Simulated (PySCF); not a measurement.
C5H8F4O.
Structure used (PBE0-D3(BJ)/def2-SVP), in Å, numbered top down from 1:
```
atom  x, y, z in Å
F1    -2.7074   -1.1292   -0.6610
C2    -2.5461   -0.1919    0.3360
C3    -1.6855    0.9461   -0.1591
C4    -0.3121    0.4926   -0.6030
O5     0.3476   -0.0721    0.5097
C6     1.4322   -0.8862    0.2369
C7     2.7137   -0.1198   -0.0360
F8     3.7272   -0.9773   -0.1894
F9     2.6317    0.6126   -1.1548
F10    3.0179    0.7076    0.9607
H11   -3.5430    0.1692    0.6397
H12   -2.0681   -0.6847    1.1983
H13   -1.5836    1.6902    0.6481
H14   -2.1824    1.4492   -1.0043
H15    0.2592    1.3421   -1.0147
H16   -0.4120   -0.2644   -1.4039
H17    1.6212   -1.5099    1.1238
H18    1.2564   -1.5552   -0.6271
```

Level: PBE0/pcSseg-1 in PySCF, non-relativistic, on one gas-phase PBE0-D3(BJ)/def2-SVP geometry that isn't relaxed in the solvent. The solvent is an IEF-PCM continuum (van der Waals radii × 1.2). The model holds no explicit solvent molecules, cavitation or dispersion.

Gas phase at PBE0/pcSseg-1: HOMO -8.15 eV, LUMO 1.37 eV, dipole 1.34 D.

What does the continuum do to the energy, the frontier levels and the dipole at PBE0/pcSseg-1 in benzene and chloroform?

| solvent | ε | E(solvent) − E(gas) (kJ/mol) | polarisation term (kJ/mol) | distortion of the solute (kJ/mol) | HOMO (eV) | LUMO (eV) | dipole (D) |
| --- | --- | --- | --- | --- | --- | --- | --- |
| benzene | 2.271 | -10.36 | -10.84 | 0.48 | -8.03 | 1.53 | 1.43 |
| chloroform | 4.711 | -16.20 | -17.37 | 1.17 | -7.98 | 1.60 | 1.48 |

The polarisation term is half the interaction of the solute with the surface charges that it induces; the rest is the cost of distorting the solute's density. The sum is the electrostatic part of solvation alone. From benzene to chloroform the lowering changes by a factor 1.56, Onsager's factor (ε − 1)/(2ε + 1) by 1.55 and ε itself by 2.1.

Which radius a makes the point-dipole formula ΔE = −[(ε − 1)/(2ε + 1)]·μ²/a³ give the value in chloroform, with the gas-phase dipole?

μ = 0.527 au and |ΔE| = 0.00617 Eh give a = 1.33 Å; the farthest nucleus lies 3.86 Å from the centroid of the nuclei, so such a sphere wouldn't even hold the nuclei. The formula assumes a rigid point dipole at the centre of a sphere.

Give the dipole vector in the frame of the coordinates (D, pointing from negative to positive charge), gas and chloroform.

Gas (-1.26, 0.28, 0.36), solvent (-1.40, 0.29, 0.36). Its length changes by +10 % and its direction by 2°.

Which Hirshfeld charges (PBE0/pcSseg-1) respond most in benzene (means over atoms taken as equivalent)?

| atoms | environment | gas (e) | solvent (e) | change |
| --- | --- | --- | --- | --- |
| F1 | alkyl fluorine | -0.122 | -0.130 | -0.008 |
| O5 | ether oxygen | -0.129 | -0.133 | -0.004 |
| H17/H18 | methylene hydrogen | +0.051 | +0.055 | +0.004 |
| F8/F9/F10 | fluorine of a CF3 group | -0.090 | -0.093 | -0.003 |
| H13/H14 | methylene hydrogen | +0.049 | +0.051 | +0.002 |
| H11/H12 | methylene hydrogen | +0.042 | +0.044 | +0.002 |

How do the nuclear quadrupole coupling constants eQVzz/h respond in benzene?

| nucleus | Q (barn) | gas (MHz) | solvent (MHz) | η gas | η solvent |
| --- | --- | --- | --- | --- | --- |
| 17O at O5 | -0.0256 | -12.24 | -12.19 | 0.90 | 0.90 |

On one thread, Intel Xeon at 2.50 GHz (x86_64), on a shared host, this took 92 s and 1.2 GiB of memory at its peak. This is the whole shielding run at PBE0/pcSseg-1 in chloroform, SCF included.
